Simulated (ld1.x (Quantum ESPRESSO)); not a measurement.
## Scattering properties, TM potential for rhenium (Re)

ld1.x (Quantum ESPRESSO) 7.5 input, shortened:

```
&input
   title='Re', zed=75., rel=2, dft='PBE', iswitch=3,
   config='[Xe] 4f14 5d5 6s1 6p0', rel_dist='average'
 /
 &inputp
   pseudotype=2, tm=.true., lloc=0,
   nlcc=.true., new_core_ps=.true., rcore=0.90
 /
3
6P  2  1   0.00   0.00  2.75  2.75  0.0
5D  3  2   5.00   0.00  2.15  2.15  0.0
6S  1  0   1.00   0.00  1.85  1.85  0.0
 &test
   configts(1)='5d5 6s1 6p0'
 /
```

Open shells are filled in proportion to 2j + 1 (rel_dist='average').

The phase is arctan(r·u′/u) with u = r·R(r), unwrapped; energies in Ry, scanned from -3 to 5 Ry. A pole is an energy at which the radial function vanishes at the test radius. The pseudo phase is shifted by a multiple of π to meet the all-electron one at the reference energy, and phase errors are pseudo minus all-electron; the curves can meet again beyond the range given. Levels narrower than the energy grid can be missing from the lists of poles.

| channel | radius (bohr) | reference energy (Ry) | poles, all-electron | poles, pseudo | unbroken range about the reference energy with phases within 0.05 rad | phase error 1 Ry above the reference energy (rad) |
| --- | --- | --- | --- | --- | --- | --- |
| s | 3.01 | -0.93 | 0.36 | -0.00, 1.12 | below -0.1 | -0.096 |
| p1/2 | 3.01 | -0.56 | 1.35 | 1.33 | below 3.6 | -0.003 |
| p3/2 | 3.01 | -0.50 | 1.80 | 1.59 | below 2.8 | -0.019 |
| d3/2 | 3.01 | -0.99 | -0.74, 3.91 | -0.74, 4.56 | below 0.6 | +0.010 |
| d5/2 | 3.01 | -0.92 | -0.64, 4.04 | -0.64, 4.67 | below 0.7 | +0.009 |

Phases in the d3/2 channel:

| E (Ry) | all-electron | pseudo |
| --- | --- | --- |
| -3.00 | 1.352 | 1.353 |
| -2.76 | 1.339 | 1.339 |
| -2.52 | 1.322 | 1.323 |
| -2.28 | 1.300 | 1.301 |
| -2.04 | 1.270 | 1.271 |
| -1.80 | 1.223 | 1.224 |
| -1.56 | 1.135 | 1.137 |
| -1.32 | 0.883 | 0.887 |
| -1.08 | -0.601 | -0.599 |
| -0.84 | -1.478 | -1.477 |
| -0.60 | -1.655 | -1.653 |
| -0.36 | -1.742 | -1.737 |
| -0.12 | -1.809 | -1.801 |
| 0.12 | -1.876 | -1.863 |
| 0.36 | -1.959 | -1.936 |
| 0.60 | -2.077 | -2.034 |
| 0.84 | -2.272 | -2.184 |
| 1.08 | -2.640 | -2.444 |
| 1.32 | -3.270 | -2.912 |
| 1.56 | -3.862 | -3.533 |
| 1.80 | -4.188 | -3.984 |
| 2.04 | -4.361 | -4.231 |
| 2.28 | -4.465 | -4.372 |
| 2.52 | -4.533 | -4.461 |
| 2.76 | -4.582 | -4.522 |
| 3.00 | -4.619 | -4.567 |
| 3.24 | -4.649 | -4.602 |
| 3.48 | -4.675 | -4.629 |
| 3.72 | -4.697 | -4.652 |
| 3.96 | -4.716 | -4.672 |
| 4.20 | -4.735 | -4.689 |
| 4.44 | -4.753 | -4.705 |
| 4.68 | -4.771 | -4.719 |
| 4.92 | -4.789 | -4.733 |
